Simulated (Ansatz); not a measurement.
Consider the cleavage of the Ge–Si bond: `[GeH3][SiH]1BO1` + `O[SiH](Cl)Cl` → `Cl[SiH](Cl)[O][GeH3]` + `B1O[SiH2]1`.

Computed with Ansatz on PBE0-D4/def2-TZVP structures; ΔE is electronic, products minus reactants. CCSD(T)/CBS adds triple-zeta CCSD(T) − MP2 to the extrapolated MP2 energy (def2 sets, frozen cores). This one scheme is used for every species. DFT in def2-TZVPP. For Ge outer-core shells are correlated without core-valence functions, which leaves a few kJ/mol of doubt a bond. Scalar relativity is left out up to krypton. Each species was taken in one conformer, which may not be the lowest.

`[GeH3][SiH]1BO1`:

Z-matrix (Å, degrees):
```
Ge
Si 1 2.373
H 1 1.538 2 111.3
H 1 1.536 2 109.6 3 120.9
H 1 1.538 2 109.3 3 -119.8
B 2 1.906 1 125.4 3 -116.3
O 2 1.767 1 112.1 3 -69.8
H 2 1.487 1 112.7 3 54.5
H 6 1.190 2 165.0 1 -96.0
```

`O[SiH](Cl)Cl`:

Z-matrix (Å, degrees):
```
Si
Cl 1 2.042
Cl 1 2.041 2 107.4
O 1 1.621 2 111.2 3 -121.9
H 1 1.467 2 109.8 3 119.4
H 4 0.959 1 119.4 2 59.9
```

`Cl[SiH](Cl)[O][GeH3]`:

```xyz
9

Cl    0.406    2.402   -0.907
Si    0.196    0.439   -1.450
Cl    2.073   -0.325   -1.726
O    -0.590   -0.376   -0.315
Ge   -0.412   -0.584    1.457
H    -0.536    0.371   -2.723
H     1.065   -0.378    1.816
H    -1.316    0.464    2.115
H    -0.885   -2.013    1.732
```

`B1O[SiH2]1`:

Cartesian coordinates in Å:
```
B 0.417 -0.022 -1.074
O 0.622 -0.940 -0.120
Si -0.402 0.280 0.612
H 0.799 0.045 -2.199
H 0.271 0.926 1.763
H -1.708 -0.289 1.019
```

Task: Is it downhill or uphill in electronic energy at CCSD(T)/CBS, and by how much? (Best estimate.)

Result: Computed: Downhill: ΔE = -0.23 eV.

Task: What do these levels give: ωB97M-V, r2SCAN, PBE0, r2SCANh, BHLYP, CAM-B3LYP? (An estimate is asked.)

Result: The calculation gave: ωB97M-V -0.25, r2SCAN -0.15, PBE0 -0.07, r2SCANh -0.15, BHLYP -0.31, CAM-B3LYP -0.27 eV.

Largest T1 diagnostic among the species: 0.017.

The D4 term adds −0.04 eV with B3LYP and −0.02 eV with PBE0; it sums over pairs of atoms, weighted by their polarisabilities, and B3LYP, whose exchange is more repulsive, gets the larger term. In def2-TZVPP, CCSD(T) changes the Hartree–Fock value by +0.22 eV (the triples alone add +0.02 eV) and MP2 by +0.19 eV. Leaving LDA and LC-ωPBE aside and taking each functional with its dispersion term where it has one, the values, not all of them listed here, spread over 0.31 eV, from BHLYP-D4 to PBE-D4.

B3LYP here is the variant with VWN-RPA as its local correlation; programs differ in this.
